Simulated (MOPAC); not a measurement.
MOPAC input (PM6):

```
PM6 FORCE THERMO(298,298) PRECISE LET UHF MS=0.5 GEO-OK AUX(PRECISION=9) THREADS=1
H2B

B     0.14491353 1   -0.00619983 1   -0.00772793 1
H    -0.40802325 1   -1.04477558 1   -0.00015012 1
H    -0.31522649 1    1.07571867 1    0.03871949 1
```

Task: Which zero-point energy does it print?

Result: 9.78 kcal/mol, from the harmonic wavenumbers of PM6.
